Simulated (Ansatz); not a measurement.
C3H7FOSi can be A, `C=C[SiH](F)OC`, or B, `FC1([SiH3])COC1`.

Gas-phase electronic energies from Ansatz, PBE0-D4/def2-TZVP geometries. CCSD(T)/CBS adds triple-zeta CCSD(T) − MP2 to the extrapolated MP2 energy (def2 sets, frozen cores). DFT in def2-TZVPP. B3LYP here is the variant with VWN-RPA as its local correlation; programs differ in this. Each species was taken in one conformer, which may not be the lowest.

A:

```xyz
13

C    -0.802    0.036    1.820
C     0.490   -0.005    1.502
Si    1.096   -0.713   -0.097
F     2.362    0.163   -0.540
O    -0.051   -0.679   -1.247
C    -0.655    0.482   -1.779
H    -1.155    0.434    2.767
H    -1.568   -0.332    1.142
H     1.212    0.375    2.223
H     1.541   -2.118   -0.005
H     0.012    0.967   -2.497
H    -1.570    0.185   -2.293
H    -0.911    1.203   -0.995
```

B:

Z-matrix (Å, degrees):
```
C
Si 1 1.897
C 1 1.532 2 117.3
C 1 1.532 2 117.3 3 -97.6
F 1 1.389 2 109.0 3 131.2
H 2 1.486 1 107.7 3 48.8
H 2 1.485 1 109.4 3 -70.7
H 2 1.485 1 109.4 3 168.3
O 3 1.432 1 91.4 2 -107.0
H 3 1.097 1 111.5 2 138.0
H 3 1.094 1 118.4 2 9.2
H 4 1.097 1 111.5 2 -138.0
H 4 1.094 1 118.4 2 -9.1
```

Which isomer does CCSD(T)/CBS put lower? Give the gap. (An estimate is asked.)

Computed: A, by 410.7 kJ/mol.

Give E(B) − E(A) in kJ/mol with MP2/def2-TZVPP, PBE-D4, B3LYP, PBE0-D4, HF/def2-TZVPP, ωB97M-V, B3LYP-D4. (An estimate is asked.)

The calculation gave: MP2/def2-TZVPP 414.5, PBE-D4 364.6, B3LYP 406.2, PBE0-D4 372.9, HF/def2-TZVPP 430.7, ωB97M-V 392.7, B3LYP-D4 405.5. None reverses the order clearly.

Largest T1 diagnostic: 0.012.

From PBE to PBE0 (25 % exact exchange), in def2-TZVPP and without D4, E(B) − E(A) moves by +8.1 kJ/mol. In def2-TZVPP, CCSD(T) changes the Hartree–Fock value by −28.0 kJ/mol (the triples alone add −3.5 kJ/mol) and MP2 by −16.2 kJ/mol.
